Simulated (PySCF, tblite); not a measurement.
Calculations on `CC([C@H]1[C@H](C1)F)(C)C`, in the order of a workflow; each names the level of the geometry that it ran on. Settings lines and outputs come from a driver script.

C7H13F.
SMILES with atom numbers: `[CH3:1][C:2]([CH3:3])([CH3:4])[C@@H:5]1[CH2:6][C@@H:7]1[F:8]` (hydrogens: H9, H10, H11 on C1; H12, H13, H14 on C3; H15, H16, H17 on C4; H18 on C5; H19, H20 on C6; H21 on C7)

Step 1: GFN2-xTB geometry optimisation, gas phase (tblite 0.8.0) (from a force-field or distance-geometry start)
```json
{"job": {"kind": "relax", "xc": "GFN2-xTB", "basis": "xTB"}, "charge": 0, "multiplicity": 1}
```
```
step      E/eV     max force
  0    -715.77766    2.365
  1    -716.09468    0.914
  2    -716.21200    0.695
...
134    -716.64748    0.017
135    -716.64752    0.011
136    -716.64756    0.012
137    -716.64759    0.012
138    -716.64762    0.009
```

Energy lowered by 20.1 kcal/mol over 138 steps; largest atomic force 0.009 eV/Å at the end. «max force» is the largest atomic force in eV/Å.

Step 2: GFN2-xTB harmonic vibrations, gas phase (tblite 0.8.0) (on the GFN2-xTB geometry)
```json
{"job": {"kind": "ir", "xc": "GFN2-xTB", "basis": "xTB"}, "charge": 0, "multiplicity": 1}
```
```
(table of modes left out)
```

57 modes from 64 to 3128 cm⁻¹ (unscaled, harmonic); zero-point energy 115.6 kcal/mol; all wavenumbers are real at this level.

Step 3: PBE0-D3(BJ)/def2-SVP geometry optimisation, gas phase (PySCF 2.14.0) (from the GFN2-xTB geometry)
```json
{"job": {"xc": "PBE0", "basis": "def2-SVP", "d3": "d3bj", "grid": 1, "shake": 0.01, "kind": "geom"}, "charge": 0, "multiplicity": 1}
```
```
step   0  E = -373.69419783  max force = 0.031084
step   1  E = -373.69943593  max force = 0.003933
step   2  E = -373.69955156  max force = 0.000887
step   3  E = -373.69956092  max force = 0.000297
optimisation converged
```

Final energy -373.69956 Eh after 3 steps; dipole 1.43 D. Energies in Eh; «max force» is the largest Cartesian gradient component in Eh/bohr.

Step 4: TDDFT wB97X-D/def2-SVPD, vertical, gas phase, core orbitals frozen in the response (PySCF 2.14.0, density-fitted response routines) (on the PBE0-D3(BJ)/def2-SVP geometry)
```json
{"job": {"kind": "uv", "xc": "wB97X-D", "basis": "def2-SVPD", "ip": true, "dynamic": false}, "charge": 0, "multiplicity": 1}
```
```
...
Static polarisability (au): isotropic 82.616, principal 78.270 80.802 88.777
Singlet excitations
state   eV       nm        f      main configurations
  1   7.7709    159.5   0.00073   H->L 0.65, H->L+1 0.26
  2   8.1473    152.2   0.00007   H-1->L 0.66, H-1->L+1 0.22
  3   8.6586    143.2   0.02004   H->L+1 0.42, H->L+2 0.26, H->L 0.19
  4   8.8250    140.5   0.03914   H->L+2 0.45, H->L+1 0.18, H->L+6 0.12
  5   8.9027    139.3   0.01606   H-1->L+2 0.42, H-1->L+1 0.34
  6   8.9392    138.7   0.00044   H->L+4 0.36, H->L+3 0.30, H->L+2 0.10
  7   9.1554    135.4   0.08561   H-1->L+2 0.31, H-1->L+1 0.19, H-1->L 0.11
  8   9.2213    134.5   0.01039   H->L+3 0.41, H->L+6 0.11, H->L+7 0.10
  9   9.3548    132.5   0.01810   H-1->L+4 0.48, H-1->L+3 0.12, H-1->L+6 0.09
 10   9.3919    132.0   0.11705   H-2->L 0.86
Triplet excitations (Tamm-Dancoff, eV): 7.5702 7.9938 8.5283 8.6055
Vertical ionisation energy (delta-SCF) = 9.9539 eV
```

HOMO -9.78 eV, LUMO 2.28 eV; lowest singlet 7.77 eV; lowest triplet 7.57 eV (Tamm–Dancoff); mean polarisability 82.6 au.

Step 5: delta-SCF UKS SCAN, pcX-2 on the ionised atom, pcseg-1 elsewhere, spin-free X2C (PySCF 2.14.0) (on the PBE0-D3(BJ)/def2-SVP geometry)
```json
{"job": {"kind": "xps"}, "charge": 0, "multiplicity": 1}
```
```
...
ground state, core basis on atom 0 (C), 208 functions
  E(ground) = -374.35659070 Eh
hole in C 1s of atom 0
  E(ion) = -363.69141538 Eh   <S^2> = 0.7676   hole on atom = 1.000   binding energy = 290.214 eV
ground state, core basis on atom 1 (C), 208 functions
  E(ground) = -374.35829355 Eh
hole in C 1s of atom 1
  E(ion) = -363.67598387 Eh   <S^2> = 0.7720   hole on atom = 1.000   binding energy = 290.680 eV
ground state, core basis on atom 4 (C), 208 functions
  E(ground) = -374.35890454 Eh
hole in C 1s of atom 4
  E(ion) = -363.68119187 Eh   <S^2> = 0.7721   hole on atom = 1.000   binding energy = 290.555 eV
ground state, core basis on atom 5 (C), 208 functions
  E(ground) = -374.35899560 Eh
hole in C 1s of atom 5
  E(ion) = -363.67866320 Eh   <S^2> = 0.7702   hole on atom = 1.000   binding energy = 290.627 eV
ground state, core basis on atom 6 (C), 208 functions
  E(ground) = -374.36204346 Eh
hole in C 1s of atom 6
  E(ion) = -363.60582826 Eh   <S^2> = 0.7719   hole on atom = 1.000   binding energy = 292.692 eV
ground state, core basis on atom 7 (F), 208 functions
  E(ground) = -374.40433855 Eh
hole in F 1s of atom 7
  E(ion) = -348.96317859 Eh   <S^2> = 0.7571   hole on atom = 1.000   binding energy = 692.289 eV
```

C1s of C1 290.21 eV; C1s of C2 290.68 eV; C1s of C5 290.56 eV; C1s of C6 290.63 eV; C1s of C7 292.69 eV; F1s of F8 692.29 eV; one atom stands for each set of equivalent ones. SCF cycles are left out; they run on a coarse grid, and E(ground) and E(ion) are re-evaluated on a finer one. The log counts atoms from 0, this text from 1.

Problem. Which step took the most CPU time, and about what did each take on an AMD EPYC 9R45 with one thread, no GPU, shared host?

Solution. Step 4, about 58 % of the total. CPU time by step: 1: 0.55 s, 2: 0.43 s, 3: 32 s, 4: 2.2 min, 5: 64 s.

Geometry of the electronic-property runs (PBE0-D3(BJ)/def2-SVP):
```
atom  x, y, z in Å
C1    -0.4672    1.6382    0.0705
C2    -0.6119    0.1187   -0.0433
C3    -1.2963   -0.4025    1.2242
C4    -1.4633   -0.2250   -1.2699
C5     0.7269   -0.6084   -0.1828
C6     2.0610   -0.0259    0.2256
C7     1.7583   -0.2794   -1.2096
F8     1.5661    0.7944   -2.0267
H9    -1.4648    2.1032    0.1090
H10    0.0735    2.0630   -0.7855
H11    0.0624    1.9230    0.9925
H12   -1.4658   -1.4896    1.1702
H13   -2.2744    0.0835    1.3676
H14   -0.6820   -0.1999    2.1156
H15   -2.4710    0.2128   -1.1858
H16   -0.9943    0.1611   -2.1867
H17   -1.5783   -1.3153   -1.3789
H18    0.6236   -1.6865   -0.0108
H19    2.0731    1.0252    0.5232
H20    2.7947   -0.6526    0.7390
H21    2.2630   -1.0903   -1.7447
```

 (This holds for the electronic-property runs.)

wB97X-D is run here without its empirical dispersion term; that term would change no orbital, density or response property at a fixed geometry.
